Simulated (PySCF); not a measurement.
1,3-oxasiletane-2,4-dione (C2H2O3Si), SMILES C1(=O)[SiH2]C(O1)=O.

The structure is a stationary point at TPSSh-D3(BJ)/def2-SVP.

The numbers are results of TDA-PBE/def2-SVPD (PySCF 2.14.0), not measurements.

Vertical excitations. Isolated molecule, no solvent. State labels are in the subgroup C2v.

Computed UV-visible absorptions:
| state | symmetry | energy (eV) | λ (nm) | f | main pairs |
|---|---|---|---|---|---|
| S1 | A2 | 3.85 | 322 | 0.000 | HOMO→LUMO 99 % |
| S2 | B2 | 4.24 | 292 | 0.001 | HOMO→LUMO+1 90 % |
| S3 | B2 | 4.88 | 254 | 0.014 | HOMO−1→LUMO 88 % |
| S4 | A1 | 5.03 | 246 | 0.057 | HOMO→LUMO+2 95 % |
| S5 | A2 | 5.04 | 246 | 0.000 | HOMO−1→LUMO+1 99 % |
| S6 | B1 | 5.53 | 224 | 0.016 | HOMO−1→LUMO+2 97 % |
| S7 | B1 | 5.92 | 209 | 0.000 | HOMO→LUMO+3 99 % |
| S8 | B1 | 6.58 | 188 | 0.003 | HOMO→LUMO+4 72 %, HOMO−2→LUMO+1 25 % |
| S9 | A1 | 6.59 | 188 | 0.005 | HOMO−2→LUMO 70 %, HOMO−1→LUMO+3 18 % |
| S10 | A2 | 6.65 | 186 | 0.000 | HOMO−2→LUMO+2 100 % |
| T1 | A2 | 3.49 | 355 | 0 | HOMO→LUMO 98 % |
| T2 | B2 | 3.80 | 327 | 0 | HOMO→LUMO+1 91 % |
| T3 | B2 | 4.33 | 287 | 0 | HOMO−1→LUMO 91 % |
| T4 | A1 | 4.36 | 284 | 0 | HOMO→LUMO+2 99 % |
Triplets are in the Tamm–Dancoff approximation.
